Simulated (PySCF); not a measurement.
Calculation: PBE-D3(BJ)/def2-TZVP // TPSS-D3(BJ)/def2-SVP in PySCF. Isolated molecules, 0 K electronic values unless said otherwise. One relaxed conformer stands for a flexible species; it need not be the lowest. 

Reference species: [Nb(=O)(OH)3] (neutral, multiplicity 1).

```
Item                                      Value
-------------------------------------  --------
HOMO–LUMO gap                           5.83 eV
charge on the central atom (Mulliken)    1.58 e
HOMO                                   -7.59 eV
LUMO                                   -1.76 eV
```

Changed species: [Nb(=O)(F)3] (X = F; the reference has X = OH).

**Question.** What does the change do to the HOMO–LUMO gap, charge on the central atom (Mulliken), HOMO and LUMO?

**Answer.** the HOMO–LUMO gap falls by 0.22 eV, to 5.61 eV; the charge on the central atom (Mulliken) goes up by 0.11 e, to 1.69 e; the HOMO decreases by 1.32 eV, to -8.91 eV; the LUMO falls by 1.54 eV, to -3.30 eV.
